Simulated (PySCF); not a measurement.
C8H9NSi.
SMILES with atom numbers: `[N:1]#[C:2][C:3]1(/[CH:4]=[CH:5]/[SiH3:6])[CH:7]=[CH:8][CH:9]=[CH:10]1`

Probes without a nucleus sit at each ring's centroid and 1 Å off its mean plane on both sides; NICS is minus the shielding there, NICSzz its component along the normal. Level: GIAO PBE0/pcSseg-1 (PySCF, non-relativistic, gas phase) on the GFN2-xTB geometry, one conformer.

Ring bond lengths (Å), with Mayer bond orders in brackets: C3–C7 1.505 (1.02), C7–C8 1.338 (1.75), C8–C9 1.450 (1.09), C9–C10 1.337 (1.76), C10–C3 1.512 (0.99).

What do the NICS probes read (ppm)?

```tsv
ring	type	NICS(0)	NICS(1), two faces	NICS(1)zz, two faces	rms pucker (Å)	centre to ring atoms, mean (Å)
C3–C7–C8–C9–C10	5-membered carbocycle; formal bonds 2 double, 3 single	-1.8	-5.0 / -4.1	-8.1 / -6.9	0.00	1.22
```

What can be read from them?

- C3–C7–C8–C9–C10: mean NICS(1)zz -7.5 ppm, shielded. C3 has four or more neighbours; no verdict on aromaticity is drawn.

Give the inner angles of the rings and the Hirshfeld charges of the ring atoms.

- C3–C7–C8–C9–C10: C3 102.3° (+0.029 e), C7 109.3° (-0.037 e), C8 109.7° (-0.037 e), C9 109.6° (-0.042 e), C10 109.1° (-0.038 e); sum 540.0° against 540° for a flat convex ring.

Shape of the structure used: `[N:1]#[C:2][C:3]1(/[CH:4]=[CH:5]/[SiH3:6])[CH:7]=[CH:8][CH:9]=[CH:10]1`: C2–C3–C4–C5 129°.
